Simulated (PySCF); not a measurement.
C₅H₁₀O₃Si.
Atom-mapped SMILES: `[CH3:1][C:2](=[O:3])[O:4][Si@@H:5]1[CH2:6][CH2:7][CH2:8][O:9]1` (hydrogens: H10, H11, H12 on C1; H13 on Si5; H14, H15 on C6; H16, H17 on C7; H18, H19 on C8)

Cartesian coordinates in Å at the PBE0-D3(BJ)/def2-SVP level; atoms count from 1:
```
atom  x, y, z in Å
C1     3.5254   -0.0252    0.0458
C2     2.1716   -0.1119   -0.5848
O3     1.8879    0.2891   -1.6919
O4     1.2516   -0.6860    0.1885
Si5   -0.2904   -0.8146   -0.5780
C6    -1.1466    0.8396   -0.7768
C7    -2.4742    0.5866   -0.0463
C8    -2.2113   -0.4295    1.0700
O9    -1.3256   -1.4219    0.5815
H10    3.4566    0.5329    0.9909
H11    3.8787   -1.0365    0.2954
H12    4.2279    0.4656   -0.6364
H13   -0.1534   -1.7785   -1.6925
H14   -1.2722    1.1677   -1.8178
H15   -0.5390    1.6071   -0.2678
H16   -3.2051    0.1572   -0.7517
H17   -2.9214    1.5090    0.3576
H18   -1.7648    0.0692    1.9517
H19   -3.1399   -0.9185    1.4036
```

All values: PBE0/pcSseg-1 (PySCF, non-relativistic), on one gas-phase PBE0-D3(BJ)/def2-SVP geometry that isn't relaxed in the solvent. The solvent is an IEF-PCM continuum (cavity from Bondi-type radii × 1.2). Only the electrostatic response of the medium enters.

Gas phase at PBE0/pcSseg-1: HOMO -8.02 eV, LUMO 0.02 eV, dipole 1.70 D.

Task: What does the continuum do to the energy, the frontier levels and the dipole at PBE0/pcSseg-1 in chloroform?

Result: 
```
   solvent      ε  E(solvent) − E(gas) (kcal/mol)  polarisation term (kcal/mol)  distortion of the solute (kcal/mol)  HOMO (eV)  LUMO (eV)  dipole (D)
chloroform  4.711                           -4.83                         -5.26                                 0.43      -8.07       0.00        2.06
```

The polarisation term is half the interaction of the solute with the surface charges that it induces; the rest is the cost of distorting the solute's density. The sum is the electrostatic part of solvation alone.

Task: Which radius a makes the point-dipole formula ΔE = −[(ε − 1)/(2ε + 1)]·μ²/a³ give the value in chloroform, with the gas-phase dipole?

Result: μ = 0.668 au and |ΔE| = 0.00769 Eh give a = 1.45 Å; the farthest nucleus lies 4.29 Å from the centroid of the nuclei, so such a sphere wouldn't even hold the nuclei. The formula assumes a rigid point dipole at the centre of a sphere.

Task: Give the dipole vector in the frame of the coordinates (D, pointing from negative to positive charge), gas and chloroform.

Result: Gas (-0.09, 1.24, 1.16), solvent (-0.14, 1.50, 1.42). Its length changes by +22 % and its direction by less than 1°.

Task: Which Hirshfeld charges (PBE0/pcSseg-1) respond most in chloroform (means over atoms taken as equivalent)?

Result: 
```tsv
atoms	environment	gas (e)	solvent (e)	change
O3	carbonyl oxygen	-0.252	-0.272	-0.020
O9	silyl ether oxygen	-0.242	-0.255	-0.013
Si5	oxygen-bound silicon	+0.459	+0.454	-0.005
H17	methylene hydrogen	+0.044	+0.049	+0.005
H10/H11/H12	methyl hydrogen	+0.059	+0.064	+0.005
C2	carbonyl carbon	+0.221	+0.225	+0.004
H18	methylene hydrogen	+0.036	+0.039	+0.003
H15	methylene hydrogen	+0.041	+0.043	+0.002
```

Task: Which Mayer bond orders change most in chloroform?

Result: 
```
  bond  length (Å)    gas  solvent  change
 C2–O3       1.211  1.898    1.873  -0.025
 C8–O9       1.417  0.891    0.878  -0.013
Si5–C6       1.873  0.925    0.934  +0.009
 C1–C2       1.496  1.002    1.011  +0.009
C1–H10       1.100  0.943    0.938  -0.005
C1–H11       1.100  0.943    0.938  -0.005
O9–Si5       1.669  1.003    0.998  -0.005
 C7–C8       1.532  1.030    1.034  +0.004
```

Task: How do the nuclear quadrupole coupling constants eQVzz/h respond in chloroform?

Result: 
```
  nucleus  Q (barn)  gas (MHz)  solvent (MHz)  η gas  η solvent
17O at O3   -0.0256       9.44           9.27   0.14       0.09
17O at O4   -0.0256      -7.74          -7.70   0.05       0.05
17O at O9   -0.0256      -9.97          -9.82   0.42       0.43
```
